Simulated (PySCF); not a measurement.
pyrimidine-2-carbonitrile (C5H3N3), SMILES N#Cc1ncccn1. Geometry optimised at PBE-D3(BJ)/def2-SVP.

Computed equilibrium geometry at PBE-D3(BJ)/def2-SVP (PySCF confirms it by a frequency run) as Cartesian coordinates in Å, and its point group:
point group C2v.
```xyz
11

N      0.0000     0.0000     3.1640
C      0.0000     0.0000     1.9921
C      0.0000     0.0000     0.5403
N      0.0000    -1.2073    -0.0550
C      0.0000    -1.1940    -1.3953
C      0.0000     0.0000    -2.1333
C      0.0000     1.1940    -1.3953
N      0.0000     1.2073    -0.0550
H      0.0000    -2.1770    -1.8987
H      0.0000     0.0000    -3.2328
H      0.0000     2.1770    -1.8987
```
Charge 0, spin multiplicity 1.
